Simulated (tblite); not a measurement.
selenium hexafluoride (F₆Se), singlet, at a GFN2-xTB geometry; GFN1-xTB (tblite 0.6.0).

Here is a job for tblite.
```
$ tblite run mol.xyz --method gfn1 --charge 0 --spin 0 --guess eeq --json tblite.json --no-restart

# file mol.xyz
7

F      0.97227429    -1.31989934    -0.49748921
Se    -0.00000000     0.00000000     0.00000000
F      1.22973411     1.08914258    -0.48628133
F     -1.22973411    -1.08914258     0.48628133
F     -0.69092966     0.08112488    -1.56556125
F      0.69092966    -0.08112488     1.56556125
F     -0.97227429     1.31989934     0.49748921
```

Problem. What does tblite print? Leave out banner, timings and long lists.

Solution. 
```
xTB calculator
 | screened Coulomb repulsion
 | Coulomb electrostatics
 |  * isotropic Klopman-Ohno-Mataga-Nishimoto electrostatics
 |  * onsite third-order electrostatics
 | DFT-D3(BJ) dispersion correction

halogen bonding energy    0.0000000000000E+00 Eh
repulsion energy          1.2639517949634E-02 Eh
dispersion energy        -1.8623223304532E-03 Eh
number of electrons       4.8000000000000E+01 e
integral cutoff           2.0076194534669E+01 bohr

------------------------------------------------------------
  cycle        total energy    energy error   density error
------------------------------------------------------------
      1     -33.31831563724  -3.3329093E+01   5.8561715E-01
      2     -32.24358967416   1.0747260E+00   6.4049465E-01
      3     -34.00006538500  -1.7564757E+00   2.5083695E-01
      4     -33.99524880855   4.8165765E-03   1.0720701E-01
      5     -34.04954699822  -5.4298190E-02   5.6873929E-03
      6     -34.04961729716  -7.0298941E-05   2.6842038E-03
      7     -34.04964369957  -2.6402414E-05   1.6351583E-04
      8     -34.04964381797  -1.1840156E-07   3.5186997E-05
      9     -34.04964382150  -3.5232688E-09   1.6278262E-05
------------------------------------------------------------

electronic energy        -3.4060421017116E+01 Eh
total energy             -3.4049643821496E+01 Eh

Post processing:
 | Mayer-Wiberg bond orders

[Info] JSON dump of results written to 'tblite.json'
```
